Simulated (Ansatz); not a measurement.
| atom | x (Å) | y (Å) | z (Å) |
| --- | --- | --- | --- |
| C | 0.0000 | 0.7050 | 0.0000 |
| C | -1.4100 | 0.7050 | 0.0000 |
| C | -1.4100 | -0.7050 | 0.0000 |
| C | 0.0000 | -0.7050 | 0.0000 |
| C | 0.9970 | 1.7020 | 0.0000 |
| C | 2.4070 | 1.7020 | 0.0000 |
| C | 3.4040 | 0.7050 | 0.0000 |
| C | 3.4040 | -0.7050 | 0.0000 |
| C | 2.4070 | -1.7020 | 0.0000 |
| C | 0.9970 | -1.7020 | 0.0000 |
| H | -2.1772 | 1.4722 | 0.0000 |
| H | -2.1772 | -1.4722 | 0.0000 |
| H | 0.5818 | 2.7044 | 0.0000 |
| H | 2.8222 | 2.7044 | 0.0000 |
| H | 4.4065 | 1.1202 | 0.0000 |
| H | 4.4065 | -1.1202 | 0.0000 |
| H | 2.8222 | -2.7044 | 0.0000 |
| H | 0.5818 | -2.7044 | 0.0000 |

Basis set: def2-TZVP (spherical functions). Charge 0, multiplicity 3.

Computed with Ansatz (development build ahead of 0.2.0); each method stands on the lowest determinant of its kind that the runs found. Restricted functionals stand beside restricted open-shell atoms, which can lie above the unrestricted atoms usual in DFT and then raise those values.

The atomization energy at this shape (free ground-state atoms in the same class of orbitals less the molecule, no zero-point energy) of triplet C10H8:

```tsv
method	atomization energy
ωB97X (restricted open-shell)	88.61 eV
PBE0 (restricted open-shell)	90.27 eV
```

What does PBE0 (unrestricted) give?

89.85 eV. Caution: another spin multiplicity may lie lower; the shape is not the minimum. Caution for ωB97X (restricted open-shell): no unrestricted run beside it, a lower state can exist.
